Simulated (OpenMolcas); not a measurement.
# Multiplet structure of Zr

| Property | Result |
| --- | --- |
| Program | OpenMolcas 26.06 |
| Method | SS-RASPT2, IPEA 0.25 Eh, imaginary shift 0.1 Eh (closed shells correlated: 4s 4p) |
| Basis | ANO-RCC-VTZP [7s6p4d2f1g] |
| Scalar Hamiltonian | DKH2, point nucleus |
| Active space | 4 electrons in 9 orbitals (RAS2 4d 5s; RAS3 5p, at most 2 electrons) |
| State averaging | 2S+1 = 3 even, 60 roots (55 in the spin-orbit step); 2S+1 = 5 even, 15 roots kept (CI in the orbitals of an earlier block, 10 in the spin-orbit step); 2S+1 = 1 even, 55 roots kept (CI in the orbitals of an earlier block, 43 in the spin-orbit step); 2S+1 = 3 odd, 87 roots (51 in the spin-orbit step); 2S+1 = 5 odd, 59 roots kept (CI in the orbitals of an earlier block, 39 in the spin-orbit step); 2S+1 = 1 odd, 67 roots kept (CI in the orbitals of an earlier block, 18 in the spin-orbit step) |
| Spin-orbit coupling | RASSI with atomic mean-field integrals over the reference wave functions, term energies averaged over their components |

With spin-orbit coupling, above the lowest level:

| Configuration | Term | J | E (eV) | Measured (eV) | Term weight % | Second |
| --- | --- | --- | --- | --- | --- | --- |
| 4d² 5s² | ³F | 2 | 0.0000 | 0.0000 | 99 |  |
| 4d² 5s² | ³F | 3 | 0.0617 | 0.0707 | 100 |  |
| 4d² 5s² | ³F | 4 | 0.1338 | 0.1538 | 100 |  |
| 4d² 5s² | ¹D | 2 | 0.434 |  | 55 | 44 ³P |
| 4d² 5s² | ³P | 0 | 0.439 | 0.5203 | 100 |  |
| 4d² 5s² | ³P | 1 | 0.458 | 0.5426 | 98 |  |
| 4d³ 5s | ⁵F | 1 | 0.470 | 0.6039 | 98 |  |
| 4d³ 5s | ⁵F | 2 | 0.490 | 0.6228 | 100 |  |
| 4d³ 5s | ⁵F | 3 | 0.519 | 0.6508 | 100 |  |
| 4d² 5s² | ³P | 2 | 0.538 |  | 56 | 44 ¹D |
| 4d³ 5s | ⁵F | 4 | 0.557 | 0.6869 | 100 |  |
| 4d³ 5s | ⁵F | 5 | 0.602 | 0.7301 | 100 |  |
| 4d² 5s² | ¹G | 4 | 0.966 | 0.9990 | 100 |  |
| 4d³ 5s | ⁵P | 1 | 1.267 | 1.3496 | 100 |  |
| 4d³ 5s | ⁵P | 2 | 1.283 | 1.3659 | 99 |  |
| 4d³ 5s | ⁵P | 3 | 1.312 | 1.3959 | 100 |  |
| 4d³ 5s | ³F(1) | 2 | 1.411 |  | 99 |  |
| 4d³ 5s | ³F(1) | 3 | 1.447 |  | 77 | 22 ³G |
| 4d³ 5s | ³G | 4 | 1.489 | 1.5821 | 58 | 41 ³F(1) |
| 4d³ 5s | ³G | 3 | 1.505 | 1.5502 | 78 | 22 ³F(1) |
| 4d³ 5s | ³G | 5 | 1.541 | 1.5836 | 97 |  |
| 4d³ 5s | ³F(1) | 4 | 1.544 |  | 58 | 40 ³G |
| 4d³ 5s | ³D | 1 | 1.707 | 1.7510 | 96 |  |
| 4d³ 5s | ³D | 2 | 1.737 | 1.7790 | 97 |  |
| 4d³ 5s | ³D | 3 | 1.779 | 1.8222 | 99 |  |
| 4d² 5s 5p | ⁵G° | 2 | 1.782 | 1.8329 | 91 | 9 ³F°(1) |
| 4d² 5s 5p | ⁵G° | 3 | 1.828 | 1.8847 | 94 | 5 ³F°(1) |
| 4d³ 5s | ³H | 4 | 1.843 |  | 97 |  |
| 4d³ 5s | ³H | 5 | 1.868 |  | 98 |  |
| 4d² 5s 5p | ⁵G° | 4 | 1.886 |  | 98 | 2 ³F°(1) |
| 4d³ 5s | ³H | 6 | 1.887 |  | 100 |  |
| 4d³ 5s | ³P(1) | 0 | 1.951 |  | 98 | 2 ³P(2) |
| 4d² 5s 5p | ⁵G° | 5 | 1.953 | 2.0230 | 100 |  |
| 4d³ 5s | ³P(1) | 1 | 1.977 |  | 93 | 5 ¹P |
| 4d² 5s 5p | ³F°(1) | 2 | 2.010 |  | 68 | 16 ¹D°(1) |
| 4d² 5s 5p | ⁵F° | 1 | 2.021 | 2.0813 | 95 | 5 ³D°(1) |
| 4d² 5s 5p | ⁵G° | 6 | 2.029 | 2.1050 | 100 |  |
| 4d² 5s 5p | ⁵F° | 2 | 2.046 | 2.1151 | 95 | 2 ³D°(1) |
| 4d³ 5s | ³P(1) | 2 | 2.048 |  | 96 | 3 ³P(2) |
| 4d² 5s 5p | ³F°(1) | 3 | 2.068 |  | 86 | 7 ³D°(1) |

Against the 25 measured excited levels shown (NIST Handbook of Basic Atomic Spectroscopic Data) the mean absolute deviation is 590 cm-1; the largest miss in energy is 4d³ 5s ⁵F₁: computed 0.470, measured 0.6039 eV (-22.2 %).

Spin-orbit coupling puts the lowest level 0.0801 eV below the lowest spin-free term.

For ³F the intervals divided by the larger J are 165.8, 145.4 cm-1. Landé's interval rule makes them equal in pure LS coupling; they differ by 13 % of their mean. The multiplet is regular.

CASPT2 does not keep the components of a term degenerate, so their means are used; among the terms shown or strongly mixed into the levels shown the widest spread is 720 cm-1 (4d² 5s² ³F). Some high roots are left out of the spin-orbit mixing, which shifts the levels that they would mix with. Terms from blocks run as CI alone lack orbitals of their own. Configurations are named by rounded mean occupations; where the s occupation lies near a half they are strongly mixed, a name can repeat and a true partner stay unpaired. A single d shell beside an s shell can misplace configurations of different d count against each other. The CASPT2 spread within a term exceeds the gap to the next term for 4d³ 5s ³F(1) and 4d³ 5s ³G, 4d² 5s 5p ³F°(1) and 4d² 5s 5p ¹D°(1), 4d² 5s 5p ¹D°(1) and 4d² 5s 5p ⁵F°, so the order of their levels is uncertain, and so are names and mixing where such terms share a J. Some terms miss by over 15 % even with CASPT2, which points to a basis or an active space too small for the shells correlated. Computed and measured levels are paired by configuration, term and J; levels that our copy of the source lacks, or whose pairing is in doubt (as where it misses far off the trend of its configuration), stay unpaired and out of the deviations. Only configurations of the active space appear. The first state left out of the spin-orbit step lies near 27000 cm-1 above the lowest spin-free state of the reference (among the parities and spins computed), and the list stops at four fifths of that energy or lower. The table shows the lowest 40 of 68 levels.

The term weight is that of the spin-free term in the level, not the purity of its configuration. A number in round brackets counts repeated terms of one configuration in the order of the reference energies. ° marks odd parity.
